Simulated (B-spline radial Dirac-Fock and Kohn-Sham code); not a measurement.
# How the levels of palladium move as electrons are removed

These are calculated numbers from a radial finite-basis atomic code; the model is multi-electron Dirac-Fock with separately optimised hole states, Breit and Lamb-shift corrections added in first order. Each ion is free and in its tabulated ground configuration. No correlation.

Reference: Pd²⁸⁺, [Ne] 3s2 3p6, with K (1s) 25732.2 eV, L1 (2s) 4958.7 eV. Shifts from it, in eV (a dash: the subshell is empty, belongs to an open shell averaged over j, or its hole state is left out as unreliable):

```csv
ion,configuration,K (1s),L1 (2s)
Pd²⁹⁺,[Ne] 3s2 3p5,+102.3,+88.5
Pd³⁰⁺,[Ne] 3s2 3p4,+206.5,+178.4
Pd³¹⁺,[Ne] 3s2 3p3,+312.5,+269.5
Pd³²⁺,[Ne] 3s2 3p2,?,?
Pd³³⁺,[Ne] 3s2 3p1,+530.1,+455.9
Pd³⁴⁺,[Ne] 3s2,+641.8,+551.0
Pd³⁵⁺,[Ne] 3s1,–,–
Pd³⁶⁺,[He] 2s2 2p6,+856.2,+731.9
Pd³⁷⁺,[He] 2s2 2p5,+1123.7,+903.1
```

Question: Give the missing shifts for Pd³²⁺.

Answer: K (1s) +420.4, L1 (2s) +362.0 (eV).
